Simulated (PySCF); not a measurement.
Species: C3H6Si (triplet state).
Cartesian coordinates in Å at the GFN2-xTB level; atoms count from 1:
```
atom  x, y, z in Å
C1     1.684   -0.434    0.223
C2     1.251    0.818   -0.039
Si3   -0.491    1.233   -0.454
C4    -1.836   -0.123   -0.555
H5     2.715   -0.632    0.463
H6     1.025   -1.285    0.204
H7     1.963    1.631   -0.002
H8    -1.730   -0.703   -1.469
H9    -1.736   -0.800    0.290
H10   -2.835    0.300   -0.535
```

Computed geometry: GFN2-xTB, gas phase. This method treats the open shell by occupation alone, without spin polarisation.

Masses are those of the commonest isotopes; rigid-rotor values at the optimised geometry. The values belong to one conformer with, in the numbering `[CH2:1]=[CH:2][Si:3][CH3:4]`, C1–C2–Si3–C4 0°.

Task: What are A, B and C (MHz)?

Result: Ia = 41.60, Ib = 134.95, Ic = 173.42 u·Å²; 505379 MHz·u·Å²/I gives A = 12150, B = 3745, C = 2914 MHz.

Task: What kind of rotor is it?

Result: An asymmetric top: κ = (2 × 3745 − 12150 − 2914)/(12150 − 2914) = -0.82.

Task: Is it planar, by Δ = Ic − Ia − Ib?

Result: Not planar: Δ = Ic − Ia − Ib = -3.13 u·Å². For a rigid frame Δ = −2 Σ m c², so Σ m c² = 1.56 u·Å² lies off the ab plane, practically all of it from hydrogen. The atom farthest from that plane is 0.99 Å away.

Task: Give the other two planar moments, Paa and Pbb, and the rms extents of the mass along the axes.

Result: Paa = Σ m a² = (Ib + Ic − Ia)/2 = 133.39 and Pbb = Σ m b² = (Ia + Ic − Ib)/2 = 40.03 u·Å². With the mass M = 70.02 u, the rms extents √(P/M) along a, b and c are 1.38, 0.76, 0.15 Å.

Task: List the rotational levels J(Ka,Kc) to J = 4 (MHz).

Result: Above 0(0,0):
J = 1: 1(0,1) 6659, 1(1,1) 15064, 1(1,0) 15895
J = 2: 2(0,2) 19919, 2(1,2) 27552, 2(1,1) 30044, 2(2,1) 55259, 2(2,0) 55318
J = 3: 3(0,3) 39664, 3(1,3) 46248, 3(1,2) 51229, 3(2,2) 75236, 3(2,1) 75527, 3(3,1) 119374, 3(3,0) 119376
J = 4: 4(0,4) 65731, 4(1,4) 71113, 4(1,3) 79402, 4(2,3) 101827, 4(2,2) 102687, 4(3,2) 146120, 4(3,1) 146138, 4(4,1) 207764, 4(4,0) 207764
The levels of one J sum to (2J + 1)J(J + 1)(A + B + C)/3.

For this open shell read J as N, the rotation without spin; fine and hyperfine splittings come on top. Whether it is a minimum is left open (no frequencies). This triplet need not be the ground state; the singlet was not compared here. Constants of a rigid frame at the computed geometry: no zero-point averaging, no centrifugal distortion.
